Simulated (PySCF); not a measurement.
Species: chloro(dimethoxy)borane, C$_{2}$H$_{6}$BClO$_{2}$, net charge 0, singlet state. 
Coordinates optimised at B3LYP-D3(BJ)/def2-TZVP (Ansatz):
```xyz
12

B     -0.0155    -0.0085    -0.3331
Cl     0.0682     0.0374     1.4650
O     -1.1994    -0.1069    -0.9677
C     -2.4589    -0.1821    -0.3103
O      1.1041     0.0547    -1.0791
C      2.4190     0.1602    -0.5462
H     -3.2184    -0.2534    -1.0860
H     -2.5118    -1.0618     0.3327
H     -2.6379     0.7089     0.2933
H      2.6554    -0.6993     0.0828
H      2.5293     1.0714     0.0435
H      3.1031     0.1901    -1.3917
```

Dispersion corrections to the total energy (kcal/mol) from the dftd3 and dftd4 libraries through PySCF: D3(BJ) without and D4 with the three-body term, each with the damping fitted for the functional named.

```json
[
 {"functional": "TPSS", "D3(BJ)": "?", "D4": "-7.65"},
 {"functional": "B2GP-PLYP", "D3(BJ)": "-3.34", "D4": "-2.38"},
 {"functional": "CAM-B3LYP", "D3(BJ)": "?", "D4": "-4.79"},
 {"functional": "BHLYP", "D3(BJ)": "-7.32", "D4": "-6.51"},
 {"functional": "LC-wPBE", "D3(BJ)": "-5.15", "D4": "-6.25"},
 {"functional": "PBE0", "D3(BJ)": "-4.74", "D4": "?"},
 {"functional": "B3LYP", "D3(BJ)": "-9.47", "D4": "-9.05"}
]
```

Q: Some entries are withheld; supply them.

A: 
- TPSS, D3(BJ): -6.92
- CAM-B3LYP, D3(BJ): -4.28
- PBE0, D4: -4.76
